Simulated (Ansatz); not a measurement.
Stepwise reaction of `[OH][Ga]([OH])[OH]` with hydrogen sulfide, as a gas-phase model of exchange steps in deposition or etching. ΔE in kJ/mol.

Calculated with Ansatz (gas phase, PBE0-D4/def2-TZVP geometries, no zero-point term in ΔE). CCSD(T)/CBS is the MP2 limit (def2-TZVPP, def2-QZVPP) plus CCSD(T) − MP2 in def2-TZVPP, frozen cores. This one scheme is used for every species. Functionals use def2-TZVPP. B3LYP here is the variant with VWN-RPA as its local correlation; programs differ in this. For Ga outer-core shells are correlated without core-valence functions, which leaves a few kJ/mol of doubt a bond. Scalar relativity is left out up to krypton. Each species was taken in one conformer, which may not be the lowest.

| step | reaction | PBE-D4 | B3LYP-D4 | ωB97M-V | CCSD(T)/CBS |
| --- | --- | --- | --- | --- | --- |
| 2 | `[OH][Ga]([OH])[SH]` + H₂S → `[OH][Ga]([SH])[SH]` + H₂O | -36.4 | -31.4 | -30.7 | -33.7 |
| 3 | `[OH][Ga]([SH])[SH]` + H₂S → `[SH][Ga]([SH])[SH]` + H₂O | -38.7 | -34.6 | -33.4 | -37.0 |

(1) Give the row of step 1, `[OH][Ga]([OH])[OH]` + H₂S → `[OH][Ga]([OH])[SH]` + H₂O. (An estimate is asked.)

(2) By hand: ΔE of the 3 steps together at CCSD(T)/CBS.

Answers

(1) The calculation gave: 
```tsv
step	reaction	PBE-D4	B3LYP-D4	ωB97M-V	CCSD(T)/CBS
1	`[OH][Ga]([OH])[OH]` + H₂S → `[OH][Ga]([OH])[SH]` + H₂O	-39.3	-33.8	-33.7	-35.9
```

(2) (-35.9) + (-33.7) + (-37.0) = -106.6 kJ/mol, or -35.5 kJ/mol a step.

In ΔE the steps differ by no more than 3.3 kJ/mol. All are downhill at CCSD(T)/CBS. PBE-D4 differs from CCSD(T)/CBS by -3.4 to -1.7 kJ/mol a step. Isolated molecules leave out the surface, adducts and barriers. Largest T1 diagnostic: 0.014.
